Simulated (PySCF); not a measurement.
C2H3O2, SMILES C([O-])(=O)C, charge -1. Atoms are numbered in the order given.

```xyz
7

C     -1.3332    -0.1716     0.0127
C      0.2056     0.0202    -0.0043
O      0.8952    -1.0203    -0.0902
O      0.5930     1.2080     0.0754
H     -1.7356     0.1989     0.9690
H     -1.6122    -1.2272    -0.1163
H     -1.7917     0.4353    -0.7839
```
Charge -1, spin multiplicity 1.

Geometry: PBE0-D3(BJ)/def2-SVPD.

Computed with PBE/pcJ-1 in PySCF.

Isotropic couplings with Fermi-contact, spin-dipole and both spin-orbit terms, one fixed conformer, no vibrational averaging. Isotopes: 13C, 1H.

```csv
pair,bonds apart,J (Hz)
C1–C2,1,…
C1–H5,1,112.9
C1–H6,1,118.3
C1–H7,1,113.8
C2–H5,2,…
C2–H6,2,…
C2–H7,2,…
H5–H6,2,-8.9
H5–H7,2,-13.6
H6–H7,2,-8.0
```

### Question
Complete the blanks. (An estimate is asked for; the answer gives what the named calculation found.)

### Answer

- C1–C2, J (Hz): 40.1
- C2–H5, J (Hz): -4.2
- C2–H6, J (Hz): -3.1
- C2–H7, J (Hz): -4.0
